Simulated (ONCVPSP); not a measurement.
# Before and after: ONCV potential for sulfur (S)

| Item | Value |
| --- | --- |
| Element | S |
| Generator | ONCVPSP 4.0.1 |
| Type | optimised norm-conserving Vanderbilt (ONCV) |
| Functional | PBE |
| Relativity | non-relativistic |
| Frozen core | [Ne] |
| Valence charge | 6 |
| Reference configuration | 3s2 3p4 |
| Partial waves | 3s: rc 1.25 bohr, ncon 5, nbas 9, qcut 5.8 1/bohr, local; 3p: rc 1.45 bohr, ncon 4, nbas 8, qcut 6.7 1/bohr, 2 projectors, debl 3.8 Ha; d scattering state at 0.45 Ha: rc 1.55 bohr, ncon 4, nbas 7, qcut 5.3 1/bohr, 2 projectors, debl 1.1 Ha |
| Local potential | the s channel |
| Core correction | polynomial model core, fcfact 0.5 |

All-electron outer shells of the reference configuration (PBE, non-relativistic, ld1.x):

```csv
shell,level (eV),outermost node (bohr),outermost maximum (bohr)
2s,-210.43,0.13,0.39
2p,-156.49,–,0.33
3s,-17.14,0.60,1.42
3p,-7.02,0.58,1.61
```

Change: all radii but the core radius scaled by about 1.06 (s 1.32, p 1.54, d 1.64 bohr).

Cutoffs: the cutoffs (Ha) at which the residual kinetic energy of the hardest occupied pseudo-wave falls to 1 and 0.1 mHa per electron; they do not see the model core or the augmentation charge, which bear on the density cutoff. Errors are all-electron minus pseudo energies relative to the spin-unpolarised reference configuration.

Problem. Predict the effect on cutoff, ghosts and configuration errors.

Solution. The potential gets softer (45 Ha and 136 Ha → 13 Ha and 106 Ha); the errors of the 4 common tests hardly move; neither file shows a bound ghost. A larger radius leaves more room for a smooth pseudo-wave, so fewer plane waves are needed.

```csv
quantity,base,changed
"cutoff, loose",45 Ha,13 Ha
"cutoff, tight",136 Ha,106 Ha
loose cutoff by channel,"s 45 Ha, p 10 Ha","s 13 Ha, p 11 Ha"
bound ghosts,none,none
GHOST(+) flags under 300 eV,none,none
"error for 3s2 3p3, meV [ΔE 11.78 eV]",+2.5,+2.4
"error for 3s2 3p2, meV [ΔE 34.08 eV]",+19,+19
"error for 3s2 3p1, meV [ΔE 68.13 eV]",+74,+72
"error for 3s2 3p3.5, meV [ΔE 4.67 eV]",+0.4,+0.4
"rms error of d²Exc/dni dnj with the model core, mHa",0.37,0.43
```
